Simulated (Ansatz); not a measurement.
Abridged output of a molecular run in Ansatz:

```
Functional definition: HF
1168 factors; integrals over basis functions are off by at most 1.3e-3 eV
mean field evaluation 1: about -88798.0399 eV, gradient 3.1e1 eV
mean field evaluation 2: about -88798.0788 eV, gradient 3.1e1 eV
mean field evaluation 4: about -88800.5836 eV, gradient 3.4e0 eV
mean field evaluation 8: about -88800.6258 eV, gradient 1.7e-4 eV
mean field -88800.62575757 eV, -3263.3628053646 hartree, gradient 1.8e-6 eV, S^2 0.000000; 0 other end points of the search recorded, 0 dependent functions left out
21 core orbitals not correlated: weight in the atoms' cores, before any rotation towards them, 1.000 or more for the frozen orbitals, at most 0.000 for the correlated occupied ones
reference -88800.62575757 eV, -3263.3628053646 hartree; 21, 21 occupied and 79, 79 virtual orbitals, 1168 factors
second order -21.52578442 eV of doubles, -0.00000000 eV of singles
cycle   1  -22.17793283 eV  change   -6.5e-1 eV  update   9.5e-2
cycle   2  -22.70369758 eV  change   -5.3e-1 eV  update   2.7e-2
cycle   3  -22.78959835 eV  change   -8.6e-2 eV  update   1.3e-2
cycle   4  -22.78419080 eV  change    5.4e-3 eV  update   2.9e-3
cycle   5  -22.78380601 eV  change    3.8e-4 eV  update   1.4e-3
cycle   6  -22.78407033 eV  change   -2.6e-4 eV  update   4.5e-4
cycle   7  -22.78376020 eV  change    3.1e-4 eV  update   1.8e-4
cycle   8  -22.78372157 eV  change    3.9e-5 eV  update   6.7e-5
cycle   9  -22.78375410 eV  change   -3.3e-5 eV  update   2.5e-5
perturbative correction -0.58244970 eV, -0.0214046317 hartree
Total energy: -88823.99196137 eV, -3264.2214975161 hartree
```

Its atoms:

Cartesian coordinates in Å:
```
O -0.503 -1.625 1.215
C -0.020 -0.322 0.948
Si -0.176 0.174 -0.865
Cl 0.836 -1.192 -2.013
Se 0.531 2.303 -1.202
H -1.445 -1.653 1.032
H -0.512 0.443 1.567
H 1.037 -0.315 1.226
H -1.596 0.163 -1.296
H 1.848 2.023 -0.612
```

Q: Which basis set was used?
A. def2-TZVPPD
B. cc-pV(Q+d)Z
C. def2-QZVPP
D. def2-SVP

A: D. It gives 121 functions.

Q: Write the keys of the input that set method, charge and spin (a neutral closed shell needs none for the last two).

A: 
```yaml
correlation: {method: ccsd_t}
```
